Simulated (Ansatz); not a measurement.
Computed with Ansatz on PBE0-D4/def2-TZVP structures; ΔE is electronic, products minus reactants. CCSD(T)/CBS adds triple-zeta CCSD(T) − MP2 to the extrapolated MP2 energy (def2 sets, frozen cores). DFT in def2-TZVPP. One conformer a species, not always the lowest.

`CO[CH2][AlH][F]` + `[SiH3]S` → `[F][AlH][S][SiH3]` + `COC`  (ligand exchange at the Al–C bond)

```
       level  ΔE (kJ/mol)
        PBE0       -143.7
HF/CBS(def2)       -154.6
```

(1) What does CCSD(T)/CBS give? (Estimate.)

Largest T1 diagnostic among the species: 0.012.

Results:

(1) Ansatz gave: -146.4 kJ/mol. The listed levels differ from it by 2.7, -8.2 kJ/mol.

From PBE to PBE0 (25 % exact exchange), in def2-TZVPP and without D4, ΔE moves by −7.0 kJ/mol. In def2-TZVPP, CCSD(T) changes the Hartree–Fock value by +11.1 kJ/mol (the triples alone add +0.4 kJ/mol) and MP2 by +5.4 kJ/mol.
